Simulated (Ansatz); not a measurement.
`[OH][Ta]([F])([F])=[S]` + CH₄ → `[CH3][Ta]([OH])([F])=[S]` + H–F at 298.15 K and 1 bar (formal exchange of groups at a Ta–F bond).

Program: Ansatz. Geometries: PBE0-D4/def2-TZVP. ΔE: electronic, gas phase. CBS: MP2 limit from def2 TZ/QZ plus the TZ coupled-cluster correction, frozen cores. This one scheme is used for every species. Elements past krypton have def2 core potentials. For Ta outer-core shells are correlated without core-valence functions, which leaves a few kJ/mol of doubt a bond. Each species was taken in one conformer, which may not be the lowest.

```tsv
species	CCSD(T)/CBS energy (Eh)	H − E (kJ/mol)	S (J/(mol·K))
`[OH][Ta]([F])([F])=[S]`	-730.27428	70.8	354.5
CH₄	-40.46206	127.4	186.2
`[CH3][Ta]([OH])([F])=[S]`	-670.27620	160.1	375.8
H–F	-100.39570	33.5	173.6
```

H − E and S are ideal-gas, rigid-rotor, harmonic terms from PBE0-D4/def2-TZVP, for one conformer and one mirror image of each species. 1 Eh = 2625.50 kJ/mol, R = 8.31446 J/(mol·K).

By hand: ΔE, ΔH, ΔS and ΔG.

ΔE = (-670.27620) + (-100.39570) − (-730.27428) − (-40.46206) = 0.06444 Eh = 169.2 kJ/mol. Δ(H − E) = 160.1 + 33.5 − 70.8 − 127.4 = -4.6, so ΔH = 164.6 kJ/mol. ΔS = 375.8 + 173.6 − 354.5 − 186.2 = 8.7 J/(mol·K). ΔG = 164.6 − 298.15 × (8.7)/1000 = 162.0 kJ/mol.

By hand: the equilibrium constant, and the temperature at which ΔG would vanish if ΔH and ΔS stayed fixed.

log₁₀ K = −ΔG/(RT ln 10) = -28.4. ΔG = 0 at ΔH/ΔS = 18920 K, far beyond where these terms or the molecules hold.

The number of gas molecules stays the same, so ΔS is small and ΔH decides. A doubt of 5 kJ/mol in ΔE shifts log₁₀ K by 0.9 here. Other conformers and mirror images would add mixing entropy, several J/(mol·K) or more a flexible species. These are equilibria of isolated gas molecules and say nothing of rates. Largest T1 diagnostic: 0.020 (customary marks: 0.02 for closed shells, 0.045 for open ones).
